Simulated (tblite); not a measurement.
Compound: C3H10AsB (charge +1 and doublet state).
SMILES with atom numbers: `[BH2:1][AsH+:2][CH2:3][CH2:4][CH3:5]` (hydrogens: H6, H7 on B1; H8 on As2; H9, H10 on C3; H11, H12 on C4; H13, H14, H15 on C5)

Computed with GFN2-xTB (tblite), gas phase: L-BFGS steps from a force-field or distance-geometry start until the largest atomic force falls under 0.01 eV/Å.

The end geometry, which sets the zero of energy:
```
atom  x, y, z in Å
B1      2.8935   -0.6139   -0.3465
As2     1.7754    0.9842   -0.0386
C3     -0.0978    0.8829   -0.6836
C4     -0.8071   -0.2144    0.1195
C5     -2.2387   -0.3399   -0.4000
H6      3.8521   -0.7826    0.2905
H7      2.5795   -1.3234   -1.2174
H8      1.6183    1.2058    1.4260
H9     -0.6071    1.8405   -0.5575
H10    -0.0715    0.6453   -1.7505
H11    -0.2907   -1.1738    0.0033
H12    -0.8265    0.0418    1.1838
H13    -2.7431   -1.1242    0.1627
H14    -2.2550   -0.6100   -1.4525
H15    -2.7858    0.5896   -0.2669
```

Question: These geometries come from the run, each turned onto the end geometry. Order them by energy, lowest first.
A.
```
atom  x, y, z in Å
B1      2.7791   -0.7376   -0.0604
As2     1.8286    0.9551   -0.3861
C3     -0.1584    0.9596   -0.6360
C4     -0.7376   -0.3624   -0.1197
C5     -2.2403   -0.3750   -0.3909
H6      3.6221   -0.7054    0.7417
H7      2.4850   -1.6808   -0.6755
H8      2.0483    1.8785    0.7689
H9     -0.5363    1.8094   -0.0572
H10    -0.4322    1.1185   -1.6853
H11    -0.2812   -1.2206   -0.6242
H12    -0.5448   -0.4630    0.9548
H13    -2.6600   -1.2691    0.0671
H14    -2.4471   -0.3981   -1.4590
H15    -2.7295    0.4988    0.0343
```
B.
```
atom  x, y, z in Å
B1      2.8950   -0.6169   -0.2475
As2     1.7684    0.9993   -0.1048
C3     -0.0973    0.8541   -0.7596
C4     -0.7720   -0.2805    0.0242
C5     -2.2571   -0.2984   -0.3366
H6      3.8011   -0.7535    0.4682
H7      2.6377   -1.3770   -1.0932
H8      1.5830    1.3558    1.3300
H9     -0.6272    1.7955   -0.6006
H10    -0.0791    0.6401   -1.8308
H11    -0.3079   -1.2388   -0.2300
H12    -0.6703   -0.1257    1.1051
H13    -2.7122   -1.1779    0.1161
H14    -2.4018   -0.3520   -1.4119
H15    -2.7649    0.5839    0.0437
```
C.
```
atom  x, y, z in Å
B1      2.9029   -0.6049   -0.1653
As2     1.7609    1.0065   -0.1254
C3     -0.1021    0.8466   -0.8084
C4     -0.7538   -0.3320   -0.0768
C5     -2.2651   -0.2744   -0.2896
H6      3.8369   -0.6668    0.5260
H7      2.6338   -1.4347   -0.9397
H8      1.5347    1.3715    1.3006
H9     -0.6403    1.7748   -0.6023
H10    -0.0825    0.6923   -1.8892
H11    -0.3537   -1.2750   -0.4591
H12    -0.5540   -0.2850    1.0011
H13    -2.7172   -1.1348    0.2013
H14    -2.5134   -0.3015   -1.3470
H15    -2.6915    0.6255    0.1462
```
D.
```
atom  x, y, z in Å
B1      2.8107   -0.6507   -0.0948
As2     1.7996    1.0389   -0.2592
C3     -0.1305    0.9019   -0.7444
C4     -0.7178   -0.3571   -0.0968
C5     -2.2239   -0.3140   -0.3439
H6      3.8465   -0.6478    0.4379
H7      2.3513   -1.6143   -0.5689
H8      1.7375    1.5758    1.1246
H9     -0.6387    1.7991   -0.3804
H10    -0.2308    0.8569   -1.8313
H11    -0.2909   -1.2552   -0.5516
H12    -0.5297   -0.3847    0.9828
H13    -2.6687   -1.2245    0.0548
H14    -2.4395   -0.2565   -1.4075
H15    -2.6796    0.5401    0.1510
```
E.
```
atom  x, y, z in Å
B1      2.6478   -0.7970    0.0400
As2     1.6910    0.9554   -0.2411
C3     -0.1662    0.9089   -0.5736
C4     -0.7272   -0.3943   -0.0979
C5     -2.2121   -0.3722   -0.3844
H6      3.5085   -0.8600    0.8481
H7      2.6975   -1.5290   -0.9038
H8      2.2682    2.1588    0.5454
H9     -0.6985    1.7048    0.0206
H10    -0.5117    1.0564   -1.6122
H11    -0.2969   -1.2410   -0.7105
H12    -0.5215   -0.5721    0.9945
H13    -2.7385   -1.2001    0.0909
H14    -2.3671   -0.4595   -1.4951
H15    -2.5778    0.6488   -0.0486
```

Answer: B (0.008 eV), C (0.015 eV), D (0.036 eV), A (0.088 eV), E (0.691 eV).

In the order of the answer:

```csv
step,E above end (eV),largest force (eV/Å),rms force component (eV/Å),rms distance from end (Å),rms bond change (Å),bond most changed (Å)
111,0.008,0.03,0.011,0.174,0.001,C4–H12 +0.002
89,0.015,0.03,0.010,0.279,0.002,As2–C3 +0.007
64,0.036,0.07,0.026,0.379,0.003,As2–C3 +0.011
24,0.088,0.24,0.059,0.497,0.006,As2–C3 +0.019
0,0.691,2.34,0.748,0.577,0.042,As2–C3 -0.096
```

The cost below is that of the whole relaxation. Hardware: Arm Neoverse V2, one thread, shared host. Cost: 0.64 s.
